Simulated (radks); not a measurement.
Task: Species: Kr6+. Configuration: [Ar] 3d(3/2: 3, 5/2: 6) 4s2 4p(1/2: 1, 3/2: 0) (not the ground configuration). All-electron calculation, Dirac Kohn-Sham, BLYP, spin-unpolarised, spherical densities, finite nucleus; Fermi nuclear charge, rms radius 4.1884 fm. Program: a radial shooting solver on a logarithmic mesh with Libxc functionals. Some entries of the table are withheld. Estimate them.

orbital,occ.,eigenvalue (eV),r(max) (bohr),<1/r> (bohr^-1)
1s1/2,2,-14271.29,0.02708,36.77
2s1/2,2,-1978.485,0.1543,8.230
2p1/2,2,-1799.466,0.1211,8.200
2p3/2,4,-1745.570,0.1244,7.915
3s1/2,2,-371.3319,0.4647,2.745
3p1/2,2,(1),0.4541,(2)
3p3/2,4,(3),0.4627,(4)
3d3/2,3,(5),(6),2.350
3d5/2,6,(7),(8),2.332
4s1/2,2,-107.0679,1.217,1.020
4p1/2,1,-89.4872,1.303,(9)
4p3/2,0,-88.1981,1.323,(10)

Result: 
(1) 3p1/2 eigenvalue (eV): -307.9891
(2) 3p1/2 <1/r> (bohr^-1): 2.637
(3) 3p3/2 eigenvalue (eV): -299.8027
(4) 3p3/2 <1/r> (bohr^-1): 2.570
(5) 3d3/2 eigenvalue (eV): -189.4693
(6) 3d3/2 r(max) (bohr): 0.4027
(7) 3d5/2 eigenvalue (eV): -188.0752
(8) 3d5/2 r(max) (bohr): 0.4053
(9) 4p1/2 <1/r> (bohr^-1): 0.9336
(10) 4p3/2 <1/r> (bohr^-1): 0.9183
